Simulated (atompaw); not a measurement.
**u(r) = r·R(r): atom against pseudo-atom (nickel)**

Columns: radius, all-electron u(r) and pseudo u(r) of the 4s shell (level -5.64 eV) of nickel in the configuration [Ar] 3d8 4s2 4p0; PBE, scalar-relativistic, PAW (atompaw) scheme, atompaw 4.2.0.5.

```csv
r (bohr),all-electron,pseudo
0.115,0.1196,0.0677
0.231,0.1087,0.1352
0.346,-0.0984,0.2006
0.462,-0.2432,0.2641
0.577,-0.2729,0.3240
0.692,-0.2175,0.3802
0.808,-0.1145,0.4326
0.923,0.0054,0.4799
1.038,0.1254,0.5222
1.154,0.2369,0.5595
1.269,0.3338,0.5911
1.385,0.4162,0.6175
1.500,0.4830,0.6384
1.615,0.5361,0.6541
1.731,0.5770,0.6649
1.846,0.6067,0.6710
1.962,0.6271,0.6729
2.077,0.6392,0.6709
2.192,0.6444,0.6655
2.308,0.6438,0.6570
2.423,0.6383,0.6461
2.538,0.6289,0.6329
2.654,0.6160,0.6178
2.769,0.6006,0.6012
2.885,0.5830,0.5831
3.000,0.5640,0.5640
```

How many radial nodes do the two functions have?

The all-electron 4s function has n − l − 1 = 3 (the table is too coarse to show those close to the nucleus); the pseudo-wave has 0, since the states of the same l below it are removed with the core.

Is the pseudo-wave norm-conserving?

No, it belongs to a PAW set: the norm inside the radius is not constrained, and the difference is carried by the augmentation charge.
